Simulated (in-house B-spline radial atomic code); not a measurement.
PBE0 excitations of neutral palladium

Method: PBE0. Computed with an all-electron radial atomic-structure program (B-spline basis): linear response of the closed shell [Kr] 4d10 with the functional's adiabatic kernel; scalar-relativistic (spin-free one-electron X2C), finite nucleus, no spin-orbit coupling, no double excitations, S, P, D and F terms only; shells from n = 2 respond. Only terms of natural parity with L up to 3 were computed.

Command:
```bash
python run_td.py task.json out
```
Settings (radii: box in bohr, nucleus in fm):
```
Z                        46
electrons                46
configuration            [Kr] 4d10
hamiltonian              x2c
method                   pbe0
box_radius               8
wall_radius              8
rms_radius               4.5318
intervals                68
```

Run time, properties included: 1.6 s on 1 thread of AMD EPYC 9R45 96-Core Processor (Zen 5), on a shared host.

Confined states, up to the first strongly mixed one, which can leave gaps near the end. Labels give the largest channel, * marks a mixed state, and oscillator strengths are full-response dipole values. Semilocal kernels can invert the small singlet-triplet splittings of Rydberg terms. Energies in eV:

```json
{"state": "4d → 5s 3D", "full response": "0.694", "Tamm-Dancoff": "0.806", "oscillator strength": "-"}
{"state": "4d → 5s 1D", "full response": "?", "Tamm-Dancoff": "?", "oscillator strength": "-"}
{"state": "4d → 5p 3P", "full response": "4.511", "Tamm-Dancoff": "4.552", "oscillator strength": "-"}
{"state": "4d → 5p 3F", "full response": "4.644", "Tamm-Dancoff": "4.675", "oscillator strength": "-"}
{"state": "4d → 5p 1F", "full response": "4.857", "Tamm-Dancoff": "4.862", "oscillator strength": "-"}
{"state": "4d → 5p 1P", "full response": "5.426", "Tamm-Dancoff": "5.526", "oscillator strength": "0.494"}
{"state": "4d → 5d 3S", "full response": "8.904", "Tamm-Dancoff": "8.943", "oscillator strength": "-"}
{"state": "4d → 5d 3D", "full response": "9.320", "Tamm-Dancoff": "9.330", "oscillator strength": "-"}
{"state": "4d → 6s 3D", "full response": "?", "Tamm-Dancoff": "?", "oscillator strength": "-"}
{"state": "4d → 5d 1D", "full response": "9.573", "Tamm-Dancoff": "9.587", "oscillator strength": "-"}
```

**Question.** Where does 4d → 6s 3D lie?

**Answer.** At 9.546 eV in full response, 9.560 eV in Tamm-Dancoff.

**Question.** Where does 4d → 5s 1D lie?

**Answer.** At 1.356 eV in full response, 1.392 eV in Tamm-Dancoff.

**Question.** How large is the singlet-triplet splitting of 4d → 5s (D terms) in Tamm-Dancoff?

**Answer.** 0.585 eV, from the unrounded values.

**Question.** What polarisabilities and dispersion coefficient does the method give?

**Answer.** Dipole 24.61 bohr³, quadrupole 383.3 bohr⁵, C6 179.1 hartree·bohr⁶ for two such species.
